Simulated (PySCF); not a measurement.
Electronic structure of K⁺ (potassium, charge +1) at the UHF level

Configuration: [Ar], closed-shell 1S. Calculation: PySCF 2.14, in aug-cc-pVDZ-X2C (6s5p3d, 36 functions); the spin-free X2C one-electron Hamiltonian (Gaussian nucleus).

* Total energy: -601.309314 hartree
* One-electron energy: -822.7731 hartree
* Hartree (Coulomb) energy: 254.2434 hartree
* Exchange energy: -32.7795 hartree
* ⟨S²⟩: 0.0000
* ⟨L²⟩: 0.000
* Sum of ⟨r⟩: 14.15 bohr
* Sum of ⟨r²⟩: 19.51 bohr²
* Langevin diamagnetic susceptibility: -15.4 ×10⁻⁶ cm³/mol
* Time after the integrals: 0.08 s of wall time on 1 thread of Neoverse-V1 (shared host)

```tsv
shell	electrons	mean orbital energy (hartree)	rms radius, mean of both spins (bohr)
1s	2	-134.36117	0.0937
2s	2	-14.82435	0.418
2p	6	-11.74811	0.388
3s	2	-1.97855	1.37
3p	6	-1.17145	1.55
```

Densities and radii are taken from the X2C orbitals without a picture-change correction, which distorts them close to the nucleus.
